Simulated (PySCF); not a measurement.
Delta-SCF ions had no search for a lower state. Excitations are Tamm–Dancoff values on a coarser integration grid. The basis has no diffuse functions, so Rydberg states are missing or too high.

Cartesian coordinates (Å):
```xyz
8

N      1.5244    -0.3989     0.0090
Ga     0.0451     0.6445    -0.1321
N     -1.5639    -0.1638     0.1021
H      1.5135    -1.3823     0.2151
H      2.4592    -0.0464    -0.0953
H      0.1513     2.1631    -0.4424
H     -2.4397     0.3242     0.0410
H     -1.6899    -1.1404     0.3025
```
Charge 0, multiplicity 1.

**Question.** Estimate the S1 excitation (TDA), S1–T1 gap (TDA), T1 excitation (TDA), total energy, vertical ionisation energy (Delta-SCF), HOMO, LUMO and brightest of the four lowest singlets (TDA) that PBE0-D3(BJ)/def2-TZVP in PySCF 2.14.0 returns for this input.

**Answer.** 
| Quantity | Value |
|---|---|
| S1 excitation (TDA) | 5.87 eV |
| S1–T1 gap (TDA) | 0.75 eV |
| T1 excitation (TDA) | 5.11 eV |
| total energy | -55431.47 eV |
| vertical ionisation energy (Delta-SCF) | 8.79 eV |
| HOMO | -6.70 eV |
| LUMO | 0.32 eV |
| brightest of the four lowest singlets (TDA) | 6.31 eV |
